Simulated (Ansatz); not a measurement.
Ansatz (a program for electronic structure) input:
A basis named .json is the Basis Set Exchange file of that set.

Ansatz 0.2 input:
```yaml
crystal:
  periodic: [false, false, false]
  atoms:
    - {symbol: C, position_ang: [-0.55248586, 1.40040833, -0.53782509]}
    - {symbol: C, position_ang: [-0.40434339, -0.11930474, -0.32460386]}
    - {symbol: C, position_ang: [-1.71299460, -0.72503629, 0.18494553]}
    - {symbol: C, position_ang: [0.72791941, -0.45537738, 0.59088577]}
    - {symbol: N, position_ang: [2.02834454, -0.20231928, 0.14592625]}
    - {symbol: H, position_ang: [0.38387242, 1.83811911, -0.88521767]}
    - {symbol: H, position_ang: [-0.82380145, 1.89040471, 0.40055380]}
    - {symbol: H, position_ang: [-1.33149782, 1.61966513, -1.27283730]}
    - {symbol: H, position_ang: [-0.18544736, -0.56381516, -1.30672648]}
    - {symbol: H, position_ang: [-1.63735214, -1.80937614, 0.27681394]}
    - {symbol: H, position_ang: [-2.54077600, -0.49205554, -0.48758116]}
    - {symbol: H, position_ang: [-1.96270101, -0.32111035, 1.16985199]}
    - {symbol: H, position_ang: [0.58287662, -0.34778507, 1.66049038]}
    - {symbol: H, position_ang: [2.20603127, -0.47038234, -0.81294626]}
    - {symbol: H, position_ang: [2.76181029, -0.53156906, 0.75570083]}
basis:
  gaussian:
    orbitals: def2-QZVPP.json
hamiltonian:
  xc: {name: PBE0}
magnetization: {spin_polarized: true, initial_magnetization: 1}
```

Which total energy does the run end on?

-212.98196 Eh (PBE0/def2-QZVPP). The basis has 585 functions.

It need not be the lowest isomer of its formula.
